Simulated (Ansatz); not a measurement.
Ansatz (a program for electronic structure) job for Cd(Me)(OSiH3) (CH6CdOSi), SMILES [CH3][Cd][O][SiH3], PBE-D3(BJ)/def2-SVP. 

Ansatz 0.2 input:
```yaml
crystal:
  periodic: [false, false, false]
  atoms:
    - {symbol: Cd, position_ang: [-0.35713675, 0.26577306, 0.50703181]}
    - {symbol: C, position_ang: [-1.71411841, 1.37532658, 1.63391360]}
    - {symbol: H, position_ang: [-2.14328700, 0.75184423, 2.43092774]}
    - {symbol: H, position_ang: [-2.52751257, 1.73839328, 0.99009526]}
    - {symbol: H, position_ang: [-1.20929873, 2.23886591, 2.08940218]}
    - {symbol: O, position_ang: [0.95461666, -0.81845353, -0.48878868]}
    - {symbol: Si, position_ang: [1.47814162, -1.11081190, -2.01124086]}
    - {symbol: H, position_ang: [0.38672896, -1.63622079, -2.90236707]}
    - {symbol: H, position_ang: [2.57723927, -2.12762764, -1.99987063]}
    - {symbol: H, position_ang: [2.01248833, 0.12467310, -2.68151428]}
basis:
  gaussian:
    orbitals: def2-SVP
hamiltonian:
  xc: pbe
  dispersion: d3bj
relax: {f_tol: 0.002, max_steps: 200}
```

Output:

```
Functional definition: PBE
integrals: 0.05 GiB planned
1153 factors; their error is unknown
mean field: 0.27 GiB planned
mean field evaluation 1: about -15595.7959 eV, gradient 8.4e1 eV
mean field evaluation 2: about -15483.8184 eV, gradient 2.0e2 eV
mean field evaluation 4: about -15610.9561 eV, gradient 1.5e1 eV
mean field evaluation 8: about -15611.5614 eV, gradient 1.0e-1 eV
mean field evaluation 16: about -15611.5104 eV, gradient 7.6e-5 eV
mean field -15611.51039554 eV, -573.7124251742 hartree, gradient 7.6e-5 eV, S^2 0.000000; 0 other end points of the search recorded, 0 dependent functions left out
the calculation of the forces begins
reference -15611.51044392 eV, -573.7124269524 hartree; 27, 27 occupied and 80, 80 virtual orbitals, 1153 factors
relax step   1: F+E_penalty+E_count = -15611.68897944 eV  Δ(F+E_penalty+E_count) = +0.000e0 eV  max|allowed force component| = 5.100e-1 eV/Å  Δτ_max = 0.0000 Å  (26 SCF iters, accepted)
these checks for a lower state are left out or cut short: starts, cluster_reference, orbital_swaps, neighbouring_geometries, increment
integrals: 0.05 GiB planned
1153 factors; their error is unknown
mean field: 0.27 GiB planned
mean field -15611.52382116 eV, -573.7129185568 hartree, gradient 2.4e-5 eV, S^2 0.000000; 0 other end points of the search recorded, 0 dependent functions left out
the calculation of the forces begins
reference -15611.52386964 eV, -573.7129203383 hartree; 27, 27 occupied and 80, 80 virtual orbitals, 1153 factors
relax step   2: F+E_penalty+E_count = -15611.70191475 eV  Δ(F+E_penalty+E_count) = -1.294e-2 eV  max|allowed force component| = 3.228e-1 eV/Å  Δτ_max = 0.0149 Å  (30 SCF iters, accepted)
these checks for a lower state are left out or cut short: starts, cluster_reference, orbital_swaps, neighbouring_geometries, increment
integrals: 0.05 GiB planned
1153 factors; their error is unknown
mean field: 0.27 GiB planned
mean field -15611.52727481 eV, -573.7130454761 hartree, gradient 2.4e-5 eV, S^2 0.000000; 0 other end points of the search recorded, 0 dependent functions left out
the calculation of the forces begins
reference -15611.52732332 eV, -573.7130472589 hartree; 27, 27 occupied and 80, 80 virtual orbitals, 1153 factors
relax step   3: F+E_penalty+E_count = -15611.70518167 eV  Δ(F+E_penalty+E_count) = -3.267e-3 eV  max|allowed force component| = 6.414e-2 eV/Å  Δτ_max = 0.0159 Å  (30 SCF iters, accepted)
these checks for a lower state are left out or cut short: starts, cluster_reference, orbital_swaps, neighbouring_geometries, increment
integrals: 0.05 GiB planned
1153 factors; their error is unknown
mean field: 0.27 GiB planned
mean field evaluation 32: about -15611.5790 eV, gradient 5.9e-3 eV
mean field -15611.52771646 eV, -573.7130617065 hartree, gradient 2.5e-5 eV, S^2 0.000000; 0 other end points of the search recorded, 0 dependent functions left out
the calculation of the forces begins
reference -15611.52776499 eV, -573.7130634898 hartree; 27, 27 occupied and 80, 80 virtual orbitals, 1153 factors
relax step   4: F+E_penalty+E_count = -15611.70602788 eV  Δ(F+E_penalty+E_count) = -8.462e-4 eV  max|allowed force component| = 6.762e-2 eV/Å  Δτ_max = 0.0244 Å  (29 SCF iters, accepted)
these checks for a lower state are left out or cut short: starts, cluster_reference, orbital_swaps, neighbouring_geometries, increment
integrals: 0.05 GiB planned
1153 factors; their error is unknown
mean field: 0.27 GiB planned
mean field -15611.52833682 eV, -573.7130845041 hartree, gradient 2.4e-5 eV, S^2 0.000000; 0 other end points of the search recorded, 0 dependent functions left out
the calculation of the forces begins
reference -15611.52838535 eV, -573.7130862876 hartree; 27, 27 occupied and 80, 80 virtual orbitals, 1153 factors
relax step   5: F+E_penalty+E_count = -15611.70698631 eV  Δ(F+E_penalty+E_count) = -9.584e-4 eV  max|allowed force component| = 3.137e-2 eV/Å  Δτ_max = 0.0266 Å  (29 SCF iters, accepted)
these checks for a lower state are left out or cut short: starts, cluster_reference, orbital_swaps, neighbouring_geometries, increment
integrals: 0.05 GiB planned
1153 factors; their error is unknown
mean field: 0.27 GiB planned
mean field -15611.52872087 eV, -573.7130986178 hartree, gradient 2.4e-5 eV, S^2 0.000000; 0 other end points of the search recorded, 0 dependent functions left out
the calculation of the forces begins
reference -15611.52876940 eV, -573.7131004012 hartree; 27, 27 occupied and 80, 80 virtual orbitals, 1153 factors
relax step   6: F+E_penalty+E_count = -15611.70760211 eV  Δ(F+E_penalty+E_count) = -6.158e-4 eV  max|allowed force component| = 1.257e-2 eV/Å  Δτ_max = 0.0224 Å  (29 SCF iters, accepted)
these checks for a lower state are left out or cut short: starts, cluster_reference, orbital_swaps, neighbouring_geometries, increment
integrals: 0.05 GiB planned
1153 factors; their error is unknown
mean field: 0.27 GiB planned
mean field -15611.52856579 eV, -573.7130929186 hartree, gradient 2.4e-5 eV, S^2 0.000000; 0 other end points of the search recorded, 0 dependent functions left out
the calculation of the forces begins
reference -15611.52861433 eV, -573.7130947025 hartree; 27, 27 occupied and 80, 80 virtual orbitals, 1153 factors
relax step   7: F+E_penalty+E_count = -15611.70792481 eV  Δ(F+E_penalty+E_count) = -3.227e-4 eV  max|allowed force component| = 2.290e-2 eV/Å  Δτ_max = 0.0353 Å  (29 SCF iters, accepted)
these checks for a lower state are left out or cut short: starts, cluster_reference, orbital_swaps, neighbouring_geometries, increment
integrals: 0.05 GiB planned
1153 factors; their error is unknown
mean field: 0.27 GiB planned
mean field evaluation 64: about -15611.5286 eV, gradient 1.2e-5 eV
mean field -15611.52859890 eV, -573.7130941353 hartree, gradient 1.2e-5 eV, S^2 0.000000; 0 other end points of the search recorded, 0 dependent functions left out
the calculation of the forces begins
reference -15611.52864745 eV, -573.7130959194 hartree; 27, 27 occupied and 80, 80 virtual orbitals, 1153 factors
relax step   8: F+E_penalty+E_count = -15611.70793603 eV  Δ(F+E_penalty+E_count) = -1.122e-5 eV  max|allowed force component| = 6.974e-3 eV/Å  Δτ_max = 0.0023 Å  (22 SCF iters, accepted)
these checks for a lower state are left out or cut short: starts, cluster_reference, orbital_swaps, neighbouring_geometries, increment
integrals: 0.05 GiB planned
1153 factors; their error is unknown
mean field: 0.27 GiB planned
mean field -15611.52860834 eV, -573.7130944824 hartree, gradient 9.0e-5 eV, S^2 0.000000; 0 other end points of the search recorded, 0 dependent functions left out
the calculation of the forces begins
reference -15611.52865689 eV, -573.7130962664 hartree; 27, 27 occupied and 80, 80 virtual orbitals, 1153 factors
relax step   9: F+E_penalty+E_count = -15611.70794404 eV  Δ(F+E_penalty+E_count) = -8.016e-6 eV  max|allowed force component| = 8.765e-4 eV/Å  Δτ_max = 0.0014 Å  (19 SCF iters, accepted)
integrals: 0.05 GiB planned
1153 factors; their error is unknown
mean field: 0.27 GiB planned
mean field -15611.52860834 eV, -573.7130944824 hartree, gradient 9.0e-5 eV, S^2 0.000000; 1 other end points of the search recorded, 0 dependent functions left out
the calculation of the forces begins
reference -15611.52865689 eV, -573.7130962664 hartree; 27, 27 occupied and 80, 80 virtual orbitals, 1153 factors
Total energy: -15611.70799259 eV, -573.7196867319 hartree
Atom 0 at    -0.325954     0.235812     0.525423 Å, force     0.000002     0.000085     0.000088 eV/Å
Atom 1 at    -1.709156     1.374142     1.607045 Å, force     0.000817    -0.000334    -0.000800 eV/Å
Atom 2 at    -2.157322     0.756417     2.408529 Å, force    -0.000026    -0.000173     0.000066 eV/Å
Atom 3 at    -2.509118     1.726981     0.928762 Å, force     0.000248    -0.000218     0.000004 eV/Å
Atom 4 at    -1.202266     2.248320     2.058150 Å, force     0.000078    -0.000271    -0.000098 eV/Å
Atom 5 at     1.026284    -0.892591    -0.405246 Å, force    -0.000875     0.000876    -0.000350 eV/Å
Atom 6 at     1.466735    -1.102979    -1.990736 Å, force    -0.000421     0.000206     0.000876 eV/Å
Atom 7 at     0.326375    -1.599975    -2.855271 Å, force     0.000039     0.000119     0.000102 eV/Å
Atom 8 at     2.577732    -2.118580    -2.073561 Å, force     0.000248    -0.000191     0.000034 eV/Å
Atom 9 at     1.964552     0.174216    -2.635505 Å, force    -0.000111    -0.000099     0.000078 eV/Å
Dipole moment:    -0.419176     0.342593     0.347758 e Å
```

The run converged.

Cost: around 50 core-seconds (rough).
